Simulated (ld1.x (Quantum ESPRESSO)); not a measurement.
# Transferability test, TM potential for V (Z = 23)

* Element: V (Z = 23)
* Generator: ld1.x (Quantum ESPRESSO) 7.5
* Type: norm-conserving Troullier–Martins (Kleinman–Bylander form)
* Functional: PBE
* Relativity: scalar-relativistic
* Frozen core: [Ne] 3s2
* Valence charge: 11
* Reference configuration: 3p6 3d3 4s1 4p1
* Partial waves: 4s (bound): rc 2.85 bohr; 3p (bound): rc 1.15 bohr; 3d (bound): rc 1.10 bohr
* Local potential: the d channel
* Core correction: Bessel-smoothed model core inside 0.75 bohr

Occupied shells without a wave of their own: 4p. They enter only through the test configuration that unscreens the potential, and ld1.x also counts them in the model core charge.

Energies are relative to the spin-unpolarised reference configuration 3p6 3d3 4s1 4p1; without spin polarisation the order of configurations can differ from experiment. Not all tests gave a result: 2 of 7 tests not solved or not reliable. Left out of the table: 3p5 3d3 4s2 4p0 (solver errors, printed error -8.7 eV); 3p6 3d2 4s2 4p0 (solver errors, printed error -15.4 eV).

ld1.x takes every shell without a wave as core, so the model core holds the 4p electrons as well and exchange and correlation see them twice. This cancels in the reference configuration, but the file is broken for other ones, and its errors say nothing about a proper core correction.

```csv
valence configuration,charge,ΔE all-electron (eV),error AE − PS (meV)
3p6 3d3 4s2 4p0,0,-3.347,-19
3p6 3d3 4s1 4p0,+1,4.387,-121
3p6 3d3 4s0 4p0,+2,18.683,-414
3p6 3d3 4s0 4p2,0,3.507,-14
3p6 3d3 4s0 4p1,+1,8.492,-75
```

Levels in the configuration 3p6 3d3 4s0 4p0:

```
level  all-electron (eV)  pseudo (eV)
   3p            -60.584      -60.618
   3d            -21.317      -21.401
```

Note: ghost state, extra bound levels that the all-electron valence spectrum of the same l lacks: s at -319.2 eV. A true bound ghost makes a file unfit for plane-wave use.
